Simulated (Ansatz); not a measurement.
Molecular dynamics of Cl$_{3}$H$_{3}$OSn

input.yaml

```yaml
crystal:
  periodic: [false, false, false]
  atoms:
    - { symbol: Sn, position_ang: [-0.38341, 0.018456, -0.267823] }
    - { symbol: H, position_ang: [-0.246664, 0.918935, 1.583239] }
    - { symbol: Cl, position_ang: [1.852999, -0.687915, 0.003728] }
    - { symbol: Cl, position_ang: [-0.684335, 2.061997, -1.390197] }
    - { symbol: Cl, position_ang: [-1.197115, -1.61341, -1.777824] }
    - { symbol: O, position_ang: [-1.920831, -0.37869, 1.17432] }
    - { symbol: H, position_ang: [-2.264032, -1.274485, 1.386167] }
    - { symbol: H, position_ang: [-1.052711, 0.325412, 1.76499] }
basis:
  gaussian: { orbitals: def2-SVP }
hamiltonian:
  xc: pbe
  dispersion: d4
md:
  timestep: 0.5
  n_steps: 200
  ensemble: nve
  temperature: 300.0
  initial_velocities: maxwell_boltzmann
  seed: 7028
```

Launched with:

```bash
$ ansatz run input.yaml --threads 4 --pin off --max-ram 5120MiB --backend cpu --events-out ev --progress --plain --runs-dir out
```

It starts at the highest image of a converged band. Of that band: Neighbouring images differ by up to 1.3 eV, so the band resolves the path poorly. A vibrational analysis at the climbing image gives one clearly imaginary mode, 1232i cm⁻¹: a first-order saddle point.

Output, in part (step lines, the closing report, with atoms numbered from 0):

```
md step     0: t =     0.00 fs  T =   300.0 K  F+E_penalty+E_count = -45466.38980218 eV  E_kin = 0.232668 eV  conserved = -45466.15713419 eV  (28 SCF iters)
md step     1: t =     0.50 fs  T =   298.6 K  F+E_penalty+E_count = -45466.38869022 eV  E_kin = 0.231551 eV  conserved = -45466.15713942 eV  (31 SCF iters)
md step     2: t =     1.00 fs  T =   294.4 K  F+E_penalty+E_count = -45466.38541228 eV  E_kin = 0.228293 eV  conserved = -45466.15711884 eV  (31 SCF iters)
md step     3: t =     1.50 fs  T =   287.9 K  F+E_penalty+E_count = -45466.38036131 eV  E_kin = 0.223282 eV  conserved = -45466.15707936 eV  (31 SCF iters)
md step     4: t =     2.00 fs  T =   280.0 K  F+E_penalty+E_count = -45466.37421638 eV  E_kin = 0.217183 eV  conserved = -45466.15703316 eV  (31 SCF iters)
md step     5: t =     2.50 fs  T =   271.7 K  F+E_penalty+E_count = -45466.36774716 eV  E_kin = 0.210755 eV  conserved = -45466.15699265 eV  (31 SCF iters)
md step     6: t =     3.00 fs  T =   263.9 K  F+E_penalty+E_count = -45466.36161593 eV  E_kin = 0.204650 eV  conserved = -45466.15696629 eV  (31 SCF iters)
md step     7: t =     3.50 fs  T =   257.0 K  F+E_penalty+E_count = -45466.35624296 eV  E_kin = 0.199287 eV  conserved = -45466.15695637 eV  (31 SCF iters)
[... lines left out ...]
Total energy: -45467.18509411 eV, -1670.8882334435 hartree
Atom 0 at    -0.513407    -0.142681    -0.356655 Å, force     1.329030     1.351641    -0.979853 eV/Å
Atom 1 at     2.442537     4.898248     4.434738 Å, force     0.411832    -1.118782     0.578018 eV/Å
Atom 2 at     1.780282    -0.514491     0.143796 Å, force    -0.351246    -0.047102    -0.005838 eV/Å
Atom 3 at    -0.601309     2.106011    -1.186609 Å, force    -0.068231    -0.712472     0.211942 eV/Å
Atom 4 at    -1.096010    -1.672546    -2.007329 Å, force    -0.194981    -0.241111    -0.154549 eV/Å
Atom 5 at    -1.613483    -0.124717     1.246974 Å, force    -0.462197    -0.139216     0.528281 eV/Å
Atom 6 at    -1.707560    -1.067471     1.478807 Å, force    -0.252281    -0.211440     0.400295 eV/Å
Atom 7 at     2.214637     5.517474     4.114701 Å, force    -0.411926     1.118483    -0.578295 eV/Å
Dipole moment:    -0.209568    -0.411861     0.181058 e Å
```

The steps, from the saved trajectory:

```json
{"time (fs)": "0", "T (K)": "300", "potential energy less start (eV)": "0.000", "conserved less start (meV/atom)": "0.00"}
{"time (fs)": "3", "T (K)": "264", "potential energy less start (eV)": "0.028", "conserved less start (meV/atom)": "0.02"}
{"time (fs)": "6", "T (K)": "239", "potential energy less start (eV)": "0.048", "conserved less start (meV/atom)": "0.03"}
{"time (fs)": "9", "T (K)": "302", "potential energy less start (eV)": "-0.001", "conserved less start (meV/atom)": "0.03"}
{"time (fs)": "12", "T (K)": "452", "potential energy less start (eV)": "-0.118", "conserved less start (meV/atom)": "0.00"}
{"time (fs)": "15", "T (K)": "691", "potential energy less start (eV)": "-0.304", "conserved less start (meV/atom)": "-0.04"}
{"time (fs)": "18", "T (K)": "882", "potential energy less start (eV)": "-0.452", "conserved less start (meV/atom)": "0.03"}
{"time (fs)": "21", "T (K)": "1043", "potential energy less start (eV)": "-0.576", "conserved less start (meV/atom)": "-0.04"}
{"time (fs)": "24", "T (K)": "1128", "potential energy less start (eV)": "-0.643", "conserved less start (meV/atom)": "-0.10"}
{"time (fs)": "27", "T (K)": "1044", "potential energy less start (eV)": "-0.577", "conserved less start (meV/atom)": "0.00"}
{"time (fs)": "30", "T (K)": "885", "potential energy less start (eV)": "-0.453", "conserved less start (meV/atom)": "0.08"}
{"time (fs)": "33", "T (K)": "818", "potential energy less start (eV)": "-0.402", "conserved less start (meV/atom)": "0.02"}
{"time (fs)": "36", "T (K)": "879", "potential energy less start (eV)": "-0.450", "conserved less start (meV/atom)": "-0.06"}
{"time (fs)": "39", "T (K)": "930", "potential energy less start (eV)": "-0.489", "conserved less start (meV/atom)": "-0.03"}
{"time (fs)": "42", "T (K)": "926", "potential energy less start (eV)": "-0.485", "conserved less start (meV/atom)": "0.04"}
{"time (fs)": "45", "T (K)": "900", "potential energy less start (eV)": "-0.465", "conserved less start (meV/atom)": "0.00"}
{"time (fs)": "48", "T (K)": "880", "potential energy less start (eV)": "-0.450", "conserved less start (meV/atom)": "-0.05"}
{"time (fs)": "51", "T (K)": "889", "potential energy less start (eV)": "-0.457", "conserved less start (meV/atom)": "-0.01"}
{"time (fs)": "54", "T (K)": "946", "potential energy less start (eV)": "-0.500", "conserved less start (meV/atom)": "0.08"}
{"time (fs)": "57", "T (K)": "1040", "potential energy less start (eV)": "-0.574", "conserved less start (meV/atom)": "0.03"}
{"time (fs)": "60", "T (K)": "1113", "potential energy less start (eV)": "-0.632", "conserved less start (meV/atom)": "-0.10"}
{"time (fs)": "63", "T (K)": "1061", "potential energy less start (eV)": "-0.591", "conserved less start (meV/atom)": "-0.07"}
{"time (fs)": "66", "T (K)": "962", "potential energy less start (eV)": "-0.513", "conserved less start (meV/atom)": "0.06"}
{"time (fs)": "69", "T (K)": "994", "potential energy less start (eV)": "-0.537", "conserved less start (meV/atom)": "0.08"}
{"time (fs)": "72", "T (K)": "1153", "potential energy less start (eV)": "-0.662", "conserved less start (meV/atom)": "-0.02"}
{"time (fs)": "75", "T (K)": "1286", "potential energy less start (eV)": "-0.765", "conserved less start (meV/atom)": "-0.08"}
{"time (fs)": "78", "T (K)": "1311", "potential energy less start (eV)": "-0.784", "conserved less start (meV/atom)": "-0.02"}
{"time (fs)": "81", "T (K)": "1281", "potential energy less start (eV)": "-0.760", "conserved less start (meV/atom)": "0.07"}
{"time (fs)": "84", "T (K)": "1271", "potential energy less start (eV)": "-0.753", "conserved less start (meV/atom)": "-0.01"}
{"time (fs)": "87", "T (K)": "1284", "potential energy less start (eV)": "-0.763", "conserved less start (meV/atom)": "-0.06"}
{"time (fs)": "90", "T (K)": "1298", "potential energy less start (eV)": "-0.774", "conserved less start (meV/atom)": "0.00"}
{"time (fs)": "93", "T (K)": "1326", "potential energy less start (eV)": "-0.795", "conserved less start (meV/atom)": "0.06"}
{"time (fs)": "96", "T (K)": "1354", "potential energy less start (eV)": "-0.817", "conserved less start (meV/atom)": "0.03"}
{"time (fs)": "99", "T (K)": "1368", "potential energy less start (eV)": "-0.829", "conserved less start (meV/atom)": "-0.07"}
```

The run went to its last step. The conserved energy stayed within 0.098 meV per atom of its start (net change 0.041 meV per atom), so the integration is sound. The kinetic energy rose, since the run started high on the potential surface and went downhill. It ends in pieces (Cl3HOSn + H2), so much of that is their flight and rotation, not heat. A run of 0.1 ps of so small a system gives no equilibrium averages. The orbitals stay closed-shell, which can raise the energy where a bond breaks towards radicals; this wasn't checked here.

Between its relaxed ends the band would form H2–H8 and break Sn1–H2, O6–H8. These pairs go: H2–H8 1.02 → 0.73 Å, Sn1–H2 2.06 → 7.56 Å, O6–H8 1.26 → 7.40 Å. In the last frame they stand as after the step (other bonds may differ from the relaxed reactants and products). It ends as Cl3HOSn + H2. Pairs count as bonded within 1.25 times the sum of covalent radii (0.12 Å more for H–H).

Last frame:

```xyz
8
Properties=species:S:1:pos:R:3
Sn -0.513 -0.143 -0.357
H 2.442 4.898 4.435
Cl 1.780 -0.514 0.144
Cl -0.601 2.106 -1.187
Cl -1.096 -1.673 -2.007
O -1.613 -0.125 1.247
H -1.708 -1.067 1.479
H 2.215 5.518 4.115
```

The run took 3.1 min on 4 threads of Intel(R) Xeon(R) Platinum 8259CL CPU @ 2.50GHz (Skylake/Cascade Lake) (shared host), peak memory 0.19 GiB.
